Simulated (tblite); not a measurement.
Run record: tight-binding relaxation, `C=CCC1=C[C](=O)[GeH2][CH2]1`.

Computed with GFN2-xTB geometry optimisation, gas phase (tblite 0.8.0). Start geometry: from a force field or distance geometry. A driver script takes a list of jobs; this job's settings line and coordinates (Å) are shown.

Command:
```bash
OMP_NUM_THREADS=1 python probes_run.py task.json out
```

Input:
```
{"job": {"kind": "relax", "xc": "GFN2-xTB", "basis": "xTB"}, "charge": 0, "multiplicity": 1}
C     -2.725800     0.491000    -0.268600
C     -2.152000     0.304000     0.906900
C     -1.037300    -0.713000     1.099400
C      0.210600    -0.262400     0.389800
C      0.908700     0.791200     0.829300
C      2.099400     1.098700     0.053600
O      2.875600     2.063900     0.307600
Ge     2.361600    -0.111000    -1.357300
C      0.741300    -1.033600    -0.796500
H     -3.533700     1.224700    -0.361500
H     -2.431900    -0.074100    -1.143900
H     -2.483400     0.872700     1.776600
H     -0.841400    -0.835200     2.189900
H     -1.379200    -1.694600     0.701600
H      0.602900     1.395900     1.677000
H      3.618600    -0.985100    -1.146500
H      2.191500     0.571700    -2.739000
H     -0.010500    -1.022700    -1.619600
H      0.975000    -2.072800    -0.506200
```

Problem. Estimate the output.

Solution. 
```
step      E/eV     max force
  0    -706.78132    4.662
  1    -706.92727    4.416
  2    -707.04271    0.705
  3    -707.07308    0.621
  4    -707.13772    0.686
  5    -707.16143    0.596
  6    -707.19048    0.384
  7    -707.20103    0.313
  8    -707.20816    0.294
  9    -707.21415    0.204
... (140 lines left out)
150    -707.31245    0.025
151    -707.31255    0.028
152    -707.31268    0.024
153    -707.31280    0.027
154    -707.31289    0.025
155    -707.31297    0.024
156    -707.31300    0.017
157    -707.31305    0.019
158    -707.31309    0.014
159    -707.31312    0.009
```

«max force» is the largest atomic force in eV/Å.

Problem. From which step on does the largest force stay under 0.1 eV/Å, and how much energy is left to gain from there?

Solution. From step 119 (0.069 eV/Å), 4.9 meV above the end.

In short: energy lowered by 12.3 kcal/mol over 159 steps; largest atomic force 0.009 eV/Å at the end.

Problem. Estimate the wall time. Hardware: one thread, Intel Xeon 6975P-C (x86_64), no GPU, on a shared host.

Solution. About 1.1 s.
Labels such as C1 count atoms from 1, the log's own numbers from 0.
